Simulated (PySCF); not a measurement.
**Computed properties of C3HBrClF, SMILES FC=C=C(Cl)Br**

C3HBrClF, SMILES FC=C=C(Br)Cl. The structure is a stationary point at B3LYP-D3(BJ)/def2-SVP. The structure was generated by enumeration, and PubChem lists no compound with its InChIKey, so it may never have been made. One conformer was computed; it need not be the lowest. All values are computed for the isolated molecule unless a solvent is named; none is compared with measurement here.

**Structure.** All 15 harmonic modes at B3LYP-D3(BJ)/def2-SVP (PySCF) are real, so it is a minimum. With heavy atoms numbered as in [F:1][CH:2]=[C:3]=[C:4]([Cl:5])[Br:6], the shortest bond between them is C3–C4 at 1.304 Å and the longest C4–Br6 at 1.909 Å.

**Vibrations.** The strongest infrared lines (harmonic, unscaled, degenerate partners summed) lie at 2072 cm⁻¹ (339 km/mol, C 99 %), 1073 cm⁻¹ (232 km/mol, C 69 %, F 26 %), 811 cm⁻¹ (206 km/mol, C 89 %, Cl 9 %). The softest mode is at 85 cm⁻¹ and the zero-point energy is 19.1 kcal/mol.

**Electronic structure.** r2SCAN/def2-TZVP (PySCF) places the frontier levels at -6.90 and -2.23 eV, a gap of 4.67 eV, and gives a dipole moment of 1.27 D and a mean polarisability of 74.0 bohr³. PBE/def2-TZVP (PySCF) at the same geometry gives -6.65 and -2.36 eV, so its gap is 0.38 eV narrower. An orbital gap is neither the optical nor the fundamental gap.

**Excitations.** TDDFT-B3LYP/def2-SVPD (PySCF) has S1 at 4.61 eV (269 nm, f = 0.000, dark); the most intense of the 10 singlets computed lies at 6.53 eV (f = 0.17). T1 (TDA) is at 3.87 eV. TDDFT-PBE/def2-SVPD (PySCF) puts S1 at 4.37 eV. No vertical singlet excitation falls in the visible range (under 3.1 eV).

**NMR.** GIAO shifts at HF/pcSseg-1 (PySCF) (non-relativistic, atoms alike by connectivity averaged): ¹³C from 117.3 to 210.9 ppm against TMS; ¹H at 7.8 ppm against TMS; ¹⁹F at -130.2 ppm against CFCl3. Without spin–orbit terms, shifts of atoms bonded to Cl or Br come out too high.

**Solvation.** SMD-PBE0/def2-SVP (PySCF) gives 0.4 kcal/mol in water, -2.7 kcal/mol in dimethylsulfoxide, -4.4 kcal/mol in chloroform (1 M in both phases, gas-phase geometry); of these solvents chloroform holds the molecule best.
